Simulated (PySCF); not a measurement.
The numbers are results of M06-2X/def2-TZVP // B3LYP-D3(BJ)/def2-TZVP run with PySCF 2.14.0, not measurements. Isolated molecules, 0 K electronic values unless said otherwise. Excitations are Tamm–Dancoff values on a coarser integration grid. The basis has no diffuse functions, so Rydberg states are missing or too high.

Reference species (SMILES): `C#CNC#C` (neutral, multiplicity 1).

- T1 excitation (TDA): 4.96 eV
- HOMO–LUMO gap: 8.71 eV

Changed species: `C#CN=C=C`.

Problem. Give the shifts of the T1 excitation (TDA) and HOMO–LUMO gap.

Solution. the T1 excitation (TDA) falls by 1.44 eV, to 3.52 eV; the HOMO–LUMO gap drops by 1.06 eV, to 7.65 eV.
